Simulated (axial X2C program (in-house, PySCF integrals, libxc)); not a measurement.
## Spin–orbit effects along a row: molecules with Br (ions), PBE0

All values come from calculations with an in-house all-electron X2C program for linear molecules (integrals from PySCF), spin-free (one-electron X2C) or two-component (2c: spin–orbit coupling with atomic mean-field Coulomb and Gaunt terms, which also bring small scalar terms), in Dyall basis sets with cores contracted in-house; open shells are unrestricted.

Basis sets: Br dyall-cv3z, I dyall-cv3z, In dyall-cv3z, Mo dyall-cv3z, Rb dyall-cv3z, Sb dyall-cv3z, Sn dyall-cv3z, Sr dyall-cv3z, Tc dyall-cv3z, Zr dyall-cv3z.

| molecule | spin-free state | Re (Å) | ωe (cm⁻¹) | De (eV) | 2c state | Re 2c (Å) | ωe 2c (cm⁻¹) | De 2c (eV) |
| --- | --- | --- | --- | --- | --- | --- | --- | --- |
| RbBr⁺ | M_S = 1/2, Λ = 1 | 3.546 | 62.9 | 0.15 | Ω = 3/2 | 3.546 | 63.0 | 0.20 |
| SrBr⁺ | M_S = 0, Λ = 0 | 2.605 | 268.1 | 3.91 | Ω = 0 | 2.606 | 267.8 | 3.80 |
| ZrBr⁺ | M_S = 1, Λ = 2 | 2.373 | 333.2 | 4.23 | Ω = 1 | 2.374 | 332.4 | n/a |
| MoBr⁺ | M_S = 2, Λ = 0 | 2.357 | 321.4 | 2.34 | Ω = 1 | 2.328 | 307.4 | 2.29 |
| TcBr⁺ | M_S = 5/2, Λ = 0 | 2.321 | 319.4 | 3.13 | Ω = 5/2 | 2.322 | 318.5 | 3.03 |
| InBr⁺ | M_S = 1/2, Λ = 0 | 2.452 | 221.7 | 0.64 | Ω = 1/2 | 2.460 | 212.8 | 0.56 |
| SnBr⁺ | M_S = 0, Λ = 0 | 2.399 | 301.4 | 3.90 | Ω = 0 | 2.400 | 300.2 | n/a |
| SbBr⁺ | M_S = 1/2, Λ = 1 | 2.377 | 316.8 | 3.41 | Ω = 1/2 | 2.380 | 314.5 | n/a |
| IBr⁺ | M_S = 1/2, Λ = 1 | 2.377 | 318.9 | 2.85 | Ω = 3/2 | 2.386 | 312.3 | 2.67 |

Fragments in 2c: Rb+ + Br, Sr+ + Br, Zr+ + Br, Mo+ + Br, Tc+ + Br, In+ + Br, Sn+ + Br, Sb+ + Br, I+ + Br. Each entry is the lowest single determinant of a limited PBE0 search at one distance. De goes to single-determinant-based atoms at the same level (for ions the charge split of lowest energy) and is withheld (n/a) where an atom does not fit its ground term or J level. Main or longest-lived isotopes. One determinant is a doubtful description, or other states lie close, for RbBr⁺, ZrBr⁺, MoBr⁺, TcBr⁺; these need not be ground states, and all values refer to the states named. Some open-shell Ω = 0 determinants are out of reach, so the Ω given for MoBr⁺ need not be the lowest component. With several unpaired electrons the Ω given is that of one determinant, not necessarily of the lowest component. The functionals have no current term, which raises determinants with orbital currents. Where the atoms have a lower orbital projection than the molecule, De at mean-field level may be about a tenth of an eV too small. The lowest determinant changes configuration between the Hamiltonians for MoBr⁺, so two states are compared there.
